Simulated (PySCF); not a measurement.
Rigid-rotor lines calculated for a species of formula C5H3ClO2 (commonest isotopes; PySCF 2.14.0, PBE0-D3(BJ)/def2-SVP geometry optimisation, gas phase), labelled J(Ka,Kc):

```
     transition     MHz
1(0,1) ← 0(0,0)  2230.6
2(0,2) ← 1(0,1)  4435.3
1(1,1) ← 0(0,0)  4874.6
2(1,1) ← 1(1,0)  4772.8
2(1,2) ← 1(1,1)  4149.7
```

(1) Find the rotational constants.

(2) What moments of inertia, asymmetry and inertial defect follow?

(3) Which dipole components do these lines need?

(4) Predict further lines from these constants: 2(0,2) ← 1(1,1); 4(4,1) ← 3(3,0); 3(2,2) ← 2(1,1); 3(3,0) ← 3(2,1); 4(3,1) ← 3(3,0); 4(1,3) ← 3(2,2); 1(1,0) ← 1(0,1); 3(3,1) ← 3(2,2).

(5) Which structure gave them?

Results:

(1) 1(0,1) ← 0(0,0) is B + C, 2(1,1) ← 1(1,0) is 3B + C and 2(1,2) ← 1(1,1) is B + 3C, so B − C is half the difference of the last two, 311.6 MHz. 1(1,1) ← 0(0,0) is A + C. A = 3915.1, B = 1271.1, C = 959.6 MHz.

(2) I = 505379 MHz·u·Å² over each constant: Ia = 129.09, Ib = 397.60, Ic = 526.68 u·Å²; κ = (2B − A − C)/(A − C) = -0.789 (asymmetric top); Δ = Ic − Ia − Ib = -0.01 u·Å².

(3) μa and μb (a-type: ΔKa even, ΔKc odd; b-type: both odd). The calculation gives |μa| = 3.97 D, |μb| = 0.93 D, |μc| = 0.00 D.

(4) 
| transition | MHz | type | branch |
| --- | --- | --- | --- |
| 2(0,2) ← 1(1,1) | 1791 | b | R |
| 4(1,3) ← 3(2,2) | 2008 | b | R |
| 1(1,0) ← 1(0,1) | 2956 | b | Q |
| 4(3,1) ← 3(3,0) | 8979 | a | R |
| 3(3,0) ← 3(2,1) | 13887 | b | Q |
| 3(3,1) ← 3(2,2) | 14014 | b | Q |
| 3(2,2) ← 2(1,1) | 14624 | b | R |
| 4(4,1) ← 3(3,0) | 28524 | b | R |

(5) `O=C(Cl)c1ccco1`, point group Cs. Three constants can't fix a structure by themselves; this is the one that was computed:
```
atom  x, y, z in Å
O1     2.683    0.336    0.964
C2     1.993    0.416   -0.003
Cl3    2.647    0.915   -1.578
C4     0.567    0.127   -0.030
C5    -0.249   -0.276    1.000
C6    -1.543   -0.426    0.437
C7    -1.408   -0.105   -0.888
O8    -0.146    0.228   -1.173
H9     0.067   -0.435    2.029
H10   -2.457   -0.732    0.941
H11   -2.111   -0.074   -1.717
```

The values belong to one conformer (point group Cs) with, in the numbering `[O:1]=[C:2]([Cl:3])[c:4]1[cH:5][cH:6][cH:7][o:8]1`, O1–C2–C4–C5 0°. No PBE0-D3(BJ)/def2-SVP frequencies stand behind this structure, so it isn't proved a minimum. No vibrational averaging or centrifugal distortion is included, and the geometry carries the error of its method. Quadrupole hyperfine structure (35Cl) is left out.
